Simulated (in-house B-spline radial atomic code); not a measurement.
**Ga IV (Ga3+): [Ar] 3d10**

All numbers are computed (non-relativistic BHandHLYP, spin-polarised, spherical fractional occupations; point nucleus) with an all-electron radial atomic-structure program (B-spline basis), not measured.

Z_r = [3n² - l(l+1)]/(2<r>); Z_e = n√(-2ε); the last column is Slater's effective charge. Values are occupation-weighted means over spin.

```csv
shell,electrons,ε (eV),<r> (bohr),Z_r,Z_e,Slater
1s,2,-10236,0.04942,30.35,27.43,30.70
2s,2,-1305.2,0.2211,27.14,19.59,26.85
2p,6,-1158,0.1921,26.02,18.45,26.85
3s,2,-192.18,0.6619,20.39,11.28,19.75
3p,6,-143.57,0.6832,18.30,9.75,19.75
3d,10,-59.736,0.7789,13.48,6.29,9.85
```

The least bound orbital is 3d at -59.74 eV, and it is also the most diffuse (<r> = 0.7789 bohr).

The density falls to 0.001 bohr⁻³ at 2.543 bohr; Σ<r²> = 12.426 bohr² gives, by the non-relativistic formula and without the paramagnetism of open shells, a Langevin diamagnetic susceptibility of -9.841×10⁻⁶ cm³/mol.
